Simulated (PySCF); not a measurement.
Assigning NMR signals

Numbering as in the mapped SMILES `[CH2:1]=[C:2]1[SiH2:3][C@H:4]1[n:5]1[cH:6][cH:7][cH:8][cH:9]1` (H(Xn): hydrogen on atom n). Ha(Si3) is cis to N5 on the ring; Ha(C1) is cis to Si3; Hb(Si3) is trans to N5 on the ring; Hb(C1) is trans to Si3.

Level of theory: GFN2-xTB structure, σ from GIAO-PBE0/pcSseg-1, in PySCF (in vacuum, one averaged value for each set of equivalent atoms, one computed conformer, relativity neglected).

δ = σ(ref) − σ, references computed at the same level: 13C, 1H vs TMS.

**Question.** Assign these signals to the numbered atoms. 13C{1H} NMR (computed): δ 145.1 (C), 141.2 (CH2), 121.1 (CH), 114.2 (CH), 36.1 (CH).

**Answer.** 
| δ (ppm) | atoms | environment | reason |
| --- | --- | --- | --- |
| 145.1 | C2 | fully substituted alkene carbon | an sp2 carbon of a C=C bond |
| 141.2 | C1 | terminal =CH2 carbon | an sp2 carbon of a C=C bond |
| 121.1 | C6/C9 | aromatic CH next to a ring nitrogen | – |
| 114.2 | C7/C8 | aromatic CH | – |
| 36.1 | C4 | three-membered-ring carbon | deshielded by the electronegative neighbour |

**Question.** Assign these signals to the numbered atoms. 1H NMR (400 MHz, computed): δ 7.13 (m, 1H), 7.01 (m, 1H), 6.53 (m, 2H), 6.32 (m, 2H), 4.07 (m, 1H), 3.63 (m, 1H), 3.43 (m, 1H).

**Answer.** 
7.13 → Hb(C1), hydrogen on a terminal =CH2 carbon: attached to an sp2 carbon and in the plane of the double bond
7.01 → Ha(C1), hydrogen on a terminal =CH2 carbon
6.53 → H(C6)/H(C9), hydrogen on an aromatic CH next to a ring nitrogen: it sits in the deshielding region of the aromatic ring current
6.32 → H(C7)/H(C8), hydrogen on an aromatic CH: aromatic region
4.07 → H(C4), hydrogen on a three-membered-ring carbon: its carbon carries N, which withdraws density
3.63 → Hb(Si3), hydrogen on a silicon bonded to 2 C, in a 3-membered ring
3.43 → Ha(Si3), hydrogen on a silicon bonded to 2 C, in a 3-membered ring

Hb(C1) and Ha(C1) lie closer than the usual error of such a calculation, so a measured spectrum could show them in the other order.

Shifts are as computed. Against solution values, carbons near 30 ppm lie about +3 ppm off and those near 130 ppm about +5 ppm. Of 1309 compounds with measured shifts, 239 miss one by over three times the rms of a fit or turn the order of signals round; such compounds aren't used in these exercises. Multiplicities follow the n + 1 count of equivalent neighbours, as no J values were calculated; m marks all less simple cases, F and P coupling included.
